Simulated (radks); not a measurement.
The nuclear charge of the antimony ion Sb+ is varied continuously with 50 electrons held in [Kr] 4d10 5s2 5p2. Method: Dirac Kohn-Sham, LDA (Slater exchange, Perdew-Wang correlation), spin-unpolarised, spherical densities, finite nucleus; open shells are shared between the two j in proportion to 2j + 1; Fermi nuclear charge, rms radius 4.6802 fm; computed with a radial shooting solver on a logarithmic mesh with Libxc functionals. By the Hellmann-Feynman theorem dE/dZ = E(electron-nucleus)/Z, the electronic potential at the nucleus (averaged over a nucleus of fixed radius).

Z      E (hartree)  E(electron-nucleus)/Z (hartree)   HOMO  e(HOMO) (eV)  <r> HOMO (bohr)
50.5   -6324.45802                         -304.014  5p3/2        -7.573            2.929
50.75  -6400.72393                         -306.113  5p3/2        -9.716            2.800
51     -6477.51458                         -308.212  5p3/2       -11.989            2.689
51.25  -6554.83014                         -310.312  5p3/2       -14.384            2.592
51.5   -6632.67086                         -312.414  5p3/2       -16.894            2.506
51.75  -6711.03706                         -314.516  5p3/2       -19.514            2.428
52     -6789.92910                         -316.620  5p3/2       -22.241            2.358

The central difference of E at Z = 51 is -308.212 hartree, to compare with the third column; the second derivative is -8.4 hartree.
